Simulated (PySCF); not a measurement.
## How methods differ on the excitation energy of C⁺

C⁺ [He] 2s2 2p1 (2P) → C⁺ [He] 2s1 2p1 3s1 (4P), as a difference of total energies. Calculation: PySCF 2.14, in aug-cc-pwCVTZ; no relativity, point nucleus. Correlated levels: valence and next inner shell: nothing frozen. The calculations carry no spin-orbit coupling.

| method | excitation energy (cm⁻¹) |
| --- | --- |
| UHF | 152150 |
| MP2 (valence and next inner shell) | 162390 |
| SCS-MP2 (valence and next inner shell) | 165060 |
| CCSD (valence and next inner shell) | 166200 |
| CCSD(T) (valence and next inner shell) | 166520 |

The promoted electron is Rydberg-like, and one or two diffuse shells describe it only roughly, which tends to raise the upper state.
